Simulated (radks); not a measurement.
Coherent X-ray form factor from a spherical all-electron density. Calculated with a radial shooting solver on a logarithmic mesh with Libxc functionals: scalar-relativistic Kohn-Sham, r2SCAN, spin-polarised, spherical densities, finite nucleus; meta-GGA in the generalised Kohn-Sham scheme; Fermi nuclear charge, rms radius of each element as measured or else 0.836 A^(1/3) + 0.57 fm.

sin(theta)/lambda (1/angstrom),f0 (electrons)
0.05,13.942
0.1,13.771
0.15,13.496
0.2,13.130
0.25,12.691
0.3,12.198
0.4,11.126
0.5,10.056
0.6,9.081
0.8,7.548
1,6.466
1.25,5.403
1.5,4.457
2,2.931

The species is in the configuration that NIST lists as its ground one. Which atom or ion scatters so?

Answer. The manganese ion Mn11+, [Ne] 3s2 3p2. Extrapolating in s^2 from the first two rows gives f0(0) = 14.0, near the electron count 14; among species with that count, the fall with angle is slower the higher Z, and the table is that of Z = 25; from so few rows the species is fixed only to a neighbour or two.
